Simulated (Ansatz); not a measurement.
`N=[C]([AlH2])[SiH3]` + `[OH][AlH2]` → `[AlH2][O][AlH2]` + `N=C[SiH3]`  (ligand exchange at the Al–C bond)

Gas-phase electronic energies from Ansatz, PBE0-D4/def2-TZVP geometries. CCSD(T)/CBS adds triple-zeta CCSD(T) − MP2 to the extrapolated MP2 energy (def2 sets, frozen cores). This one scheme is used for every species. DFT in def2-TZVPP. Each species was taken in one conformer, which may not be the lowest.

```
              species  PBE0-D4 energy (Eh)
`N=[C]([AlH2])[SiH3]`           -628.03065
         `[OH][AlH2]`           -319.33720
    `[AlH2][O][AlH2]`           -562.30150
          `N=C[SiH3]`           -385.12841
```

Task: Work out ΔE.

Result: ΔE = (-562.30150) + (-385.12841) − (-628.03065) − (-319.33720) = -0.06206 Eh = -38.9 kcal/mol. CCSD(T)/CBS gives -40.9 kcal/mol.

Largest T1 diagnostic among the species: 0.013.

The D4 term adds +1.0 kcal/mol with B3LYP and +0.5 kcal/mol with PBE0; it sums over pairs of atoms, weighted by their polarisabilities, and B3LYP, whose exchange is more repulsive, gets the larger term. Leaving LDA and LC-ωPBE aside and taking each functional with its dispersion term where it has one, the values, not all of them listed here, spread over 6.4 kcal/mol, from BHLYP-D4 to revPBE-D4. In def2-TZVPP, CCSD(T) changes the Hartree–Fock value by +5.2 kcal/mol (the triples alone add +1.1 kcal/mol) and MP2 by +4.7 kcal/mol.

B3LYP here is the variant with VWN-RPA as its local correlation; programs differ in this.
